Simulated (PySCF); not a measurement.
# Continuum solvent and chemical shifts

Bonds (- single, = double, # triple, : aromatic): C1=C2 1.339 Å, C2-C3 1.466 Å, C3=C4 1.347 Å, C3-C5 1.495 Å, C5=O6 1.206 Å, C5-O7 1.342 Å. C1 carries H8, H9; C2 carries H10; C4 carries H11, H12; O7 carries H13. H12 is cis to C2; H9 is cis to C3; H11 is trans to C2; H8 is trans to C3.

GIAO PBE0/pcSseg-1 in PySCF 2.14 on one PBE0-D3(BJ)/def2-SVP conformer, non-relativistic, equivalent nuclei averaged. Solvents enter as an IEF-PCM continuum (benzene with ε = 2.3, water with ε = 78.4) around the gas-phase geometry. Shifts are referred to TMS computed in the same medium.

Gas phase, δ in ppm: C5 168.2, C2 140.7, C4 140.3, C3 139.9, C1 131.7, H9 7.21, H11 6.78, H10 6.32, H12 6.02, H8 5.76, H13 5.54. Dipole moment 1.74 D.

(1) How does each δ change in the continuum?

(2) Which nuclei move most (in ppm), and what does the model miss?

Results:

(1) 
```
atoms                               environment  Δδ, benzene  Δδ, water
   C5                    carboxylic acid carbon         +1.4       +3.3
   C2                                 alkene CH         +1.1       +2.9
   C4                β carbon of a C=C–C=O unit         +2.8       +6.9
   C3                α carbon of a C=C–C=O unit         -0.1       -0.4
   C1                      terminal =CH2 carbon         -0.6       -1.7
   H9        hydrogen on a terminal =CH2 carbon        -0.09      -0.24
  H11  hydrogen on a β carbon of a C=C–C=O unit        +0.14      +0.32
  H10                  hydrogen on an alkene CH        +0.12      +0.32
  H12  hydrogen on a β carbon of a C=C–C=O unit        +0.21      +0.52
   H8        hydrogen on a terminal =CH2 carbon        +0.04      +0.08
  H13       hydrogen on an acid hydroxyl oxygen        +0.44      +0.96
```

Changes are relative to the gas phase. The dipole moment becomes 2.07 D in benzene, 2.57 D in water.

(2) C4 (β carbon of a C=C–C=O unit, +6.9 ppm) in water. A continuum only polarises the solute; specific hydrogen bonds, the anisotropy of aromatic solvents and changes of geometry or conformer are outside it.
